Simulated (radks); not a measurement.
Results of a calculation; reference values are marked as such.
Question: Coherent X-ray form factor from a spherical all-electron density. Level of theory: scalar-relativistic Kohn-Sham, exchange-only PBE, spin-polarised, spherical densities, point nucleus (a radial shooting solver on a logarithmic mesh with Libxc functionals).

| sin(theta)/lambda (1/angstrom) | f0 (electrons) |
|---|---|
| 0.05 | 71.737 |
| 0.1 | 68.727 |
| 0.15 | 65.161 |
| 0.2 | 61.576 |
| 0.25 | 58.082 |
| 0.3 | 54.700 |
| 0.4 | 48.397 |
| 0.5 | 42.884 |
| 0.6 | 38.167 |
| 0.8 | 30.626 |
| 1 | 25.016 |
| 1.25 | 20.207 |
| 1.5 | 17.200 |
| 2 | 13.617 |

The species is in the configuration that NIST lists as its ground one. Which atom or ion scatters so?

Answer: Neutral tantalum, [Xe] 4f14 5d3 6s2. Extrapolating in s^2 from the first two rows gives f0(0) = 72.7, near the electron count 73; among species with that count, the fall with angle is slower the higher Z, and the table is that of Z = 73; from so few rows the species is fixed only to a neighbour or two.
